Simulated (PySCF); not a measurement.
Geometry:
| atom | x (Å) | y (Å) | z (Å) |
| --- | --- | --- | --- |
| C1 | -0.030 | -1.323 | 0.170 |
| C2 | -0.675 | -0.151 | 0.011 |
| S3 | 0.048 | 1.430 | -0.204 |
| C4 | 1.805 | 1.065 | -0.129 |
| B5 | -2.232 | -0.143 | 0.006 |
| F6 | -2.918 | 0.963 | -0.194 |
| F7 | -2.919 | -1.251 | 0.202 |
| H8 | -0.612 | -2.239 | 0.297 |
| H9 | 1.058 | -1.421 | 0.179 |
| H10 | 2.112 | 0.400 | -0.951 |
| H11 | 2.326 | 2.026 | -0.233 |
| H12 | 2.077 | 0.613 | 0.837 |

Geometry: PBE0-D3(BJ)/def2-SVP; GIAO shifts from PySCF 2.14.0 with density-fitted response routines, gas phase, non-relativistic, averaged over equivalent atoms.

At PBE0/6-31G* (112 basis functions, 11 s wall time on 1 thread of an Arm Neoverse V1, shared host):
```
      atoms  δ (ppm)
         C2    131.4
         C1    122.4
         C4     15.4
         S3     12.9
         B5     19.8
      F6/F7    -82.7
         H8     6.26
         H9     5.37
H10/H11/H12     1.94
```

Scale: $^{13}$C (194.14 ppm) and $^{1}$H (31.96 ppm) vs TMS; CS2 for $^{33}$S (545.91 ppm); BF3·OEt2 for $^{11}$B (112.25 ppm); CFCl3 for $^{19}$F (198.90 ppm) (reference shieldings calculated alike).

Task: Predict the values at PBE0/def2-TZVP on the same geometry.

Result: 
```tsv
atoms	δ at PBE0/def2-TZVP	change
C2	145.4	+14.0
C1	130.0	+7.6
C4	16.8	+1.4
S3	51.0	+38.1
B5	21.2	+1.4
F6/F7	-90.3	-7.6
H8	6.47	+0.21
H9	5.68	+0.31
H10/H11/H12	2.07	+0.13
```

Chemical shifts δ = σref − σ; $^{13}$C (σ = 186.65 ppm) and $^{1}$H (σ = 31.48 ppm) vs TMS; $^{33}$S (σ = 492.14 ppm) vs CS2; $^{11}$B (σ = 102.62 ppm) against BF3·OEt2; CFCl3 for $^{19}$F (σ = 178.85 ppm), all at this level.

The largest change is at S3 (sulfide sulfur). Cost: 253 basis functions, 36 s wall time on 1 thread of an Arm Neoverse V1, shared host. The order of the carbon signals is the same at both levels.

A carbon bonded to boron is broadened by the quadrupolar boron nucleus and is often missing from a measured spectrum. Unscaled 19F shifts against computed CFCl3 carry errors that often reach 10 to 50 ppm.
